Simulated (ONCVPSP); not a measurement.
What one change does to a pseudopotential (tungsten, ONCV)

```
Element                 : tungsten
Generator               : ONCVPSP 4.0.1
Type                    : optimised norm-conserving Vanderbilt (ONCV)
Functional              : PBE
Relativity              : scalar-relativistic
Frozen core             : [Kr] 4d10 4f14
Valence charge          : 14
Reference configuration : 5s2 5p6 5d4 (charge +2)
Partial waves           : 5s: rc 1.65 bohr, ncon 4, nbas 9, qcut 8.5 1/bohr, 2 projectors, debl 0.8 Ha; 5p: rc 1.60 bohr, ncon 4, nbas 8, qcut 10.1 1/bohr, 3 projectors, debl 3.5 Ha; 5d: rc 1.80 bohr, ncon 4, nbas 7, qcut 4.6 1/bohr, 2 projectors, debl 3.9 Ha
Local potential         : polynomial inside 1.50 bohr (lpopt 5, dvloc0 1 Ha)
Core correction         : none
```

In the s channel the program set the typed energies aside and used -3.497, 0.250 Ha.

Change: all radii scaled by about 1.20 (s 1.98, p 1.92, d 2.16 bohr); local potential polynomial inside 1.80 bohr (lpopt 5, dvloc0 1 Ha). In the s channel the program set the typed energies aside and used -3.497, 0.050 Ha.

Cutoffs: the cutoffs (Ha) at which the residual kinetic energy of the hardest occupied pseudo-wave falls to 1 and 0.1 mHa per electron; they do not see the model core or the augmentation charge, which bear on the density cutoff. Errors are all-electron minus pseudo energies relative to the spin-unpolarised reference configuration.

Predict the effect on cutoff, ghosts and configuration errors.

The potential gets softer (30 Ha and 49 Ha → 28 Ha and 35 Ha); of the 4 tests that both files solve, the error grows in 0 and shrinks in 1 by more than 15 % and 0.3 meV (median size 19.1 → 17.5 meV); neither file shows a bound ghost. A larger radius leaves more room for a smooth pseudo-wave, so fewer plane waves are needed.

```tsv
quantity	base	changed
cutoff, loose	30 Ha	28 Ha
cutoff, tight	49 Ha	35 Ha
loose cutoff by channel	s 24 Ha, p 30 Ha, d 24 Ha	s 19 Ha, p 28 Ha, d 18 Ha
bound ghosts	none	none
GHOST(+) flags under 300 eV	none	none
error for 5s2 5p6 5d4 6s2, meV [ΔE -24.56 eV]	+28	+26
error for 5s2 5p6 5d4 6s1, meV [ΔE -15.68 eV]	+13	+12
error for 5s2 5p6 5d3, meV [ΔE 25.38 eV]	-5.2	+2.3
error for 5s2 5p6 5d2, meV [ΔE 62.59 eV]	-25	+23
```
